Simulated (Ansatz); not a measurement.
Species: H₂Be, SMILES `[BeH2]` (charge 0, multiplicity 1).

Task: Give a relaxed geometry from PBE0-D3(BJ)/def2-TZVP run with Ansatz (a program for electronic structure).

Result: the end point of this relaxation (outside a Z-matrix the atoms follow the SMILES, hydrogens last).
Cartesian coordinates (Å) in one orientation:
```xyz
3

Be     0.000     0.080     0.000
H     -1.242    -0.418     0.000
H      1.242     0.579     0.000
```
